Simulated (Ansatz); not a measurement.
cyclo-(H2SiS)2 (Si2H4S2), relaxed as a singlet with RKS PBE0-D4/def2-SVP in Ansatz, starting from the GFN2-xTB geometry. Force threshold 0.02 eV/Å.

Start:

```xyz
8

Si    0.483    1.369    0.201
H    -0.413    2.504    0.125
H     1.877    1.634    0.485
S     0.289    0.127   -1.558
Si   -0.483   -1.368   -0.201
H    -1.876   -1.644   -0.485
H     0.420   -2.497   -0.122
S    -0.297   -0.124    1.557
```

| step | energy (eV) | largest force component (eV/Å) | SCF passes |
| --- | --- | --- | --- |
| 1 | -37467.9851 | 1.699 | 21 |
| 2 | -37468.0769 | 0.707 | 25 |
| 3 | -37468.1742 | 0.347 | 22 |
| 4 | -37468.1820 | 0.026 | 23 |
| 5 | -37468.1821 | 0.003 | 18 |

Force components are those of the run's own axes.

End:

| atom | x (Å) | y (Å) | z (Å) |
| --- | --- | --- | --- |
| Si1 | 0.462 | 1.310 | 0.192 |
| H2 | -0.376 | 2.540 | 0.134 |
| H3 | 1.871 | 1.693 | 0.488 |
| S4 | 0.300 | 0.130 | -1.604 |
| Si5 | -0.462 | -1.310 | -0.193 |
| H6 | -1.871 | -1.696 | -0.488 |
| H7 | 0.379 | -2.539 | -0.133 |
| S8 | -0.303 | -0.129 | 1.604 |

By distances, no bond broke or formed. The bond that changes most is Si1–H3, from 1.45 to 1.49 Å (atoms count from 1).

No frequencies were taken in this run, so the end may be a saddle point.

It took 6.5 s on 4 threads of Arm Neoverse V1 on a shared host.
